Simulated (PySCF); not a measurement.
C2H2FIn.
SMILES with atom numbers: `[CH:1]#[C:2][InH:3][F:4]` (hydrogens: H5 on C1; H6 on In3)

The calculation used PBE0-D3(BJ)/def2-SVP geometry optimisation, gas phase, def2 core potentials past Kr in PySCF.

**Question.** What internal coordinates does the optimisation give?

**Answer.** 
| bond | length (Å) |
| --- | --- |
| C1≡C2 | 1.219 |
| C2–In3 | 2.083 |
| In3–F4 | 1.962 |
| C1–H5 | 1.077 |
| In3–H6 | 1.702 |

A selection of angles:
| angle | degrees |
| --- | --- |
| C2–C1–H5 | 179.9 |
| C1–C2–In3 | 178.5 |
| C2–In3–F4 | 112.0 |
| C2–In3–H6 | 133.5 |
| F4–In3–H6 | 114.5 |

In3 (indium bonded to C, F and H) is planar (angles 133.5°, 114.5° and 112.0°, sum 360.0°, 0.00 Å off the plane of its three neighbours). The 4 heavy atoms lie in one plane (0.001 Å rms).

Point group: Cs (every atom within 0.08 Å of its image). No PBE0-D3(BJ)/def2-SVP frequencies stand behind this structure, so it isn't proved a minimum.
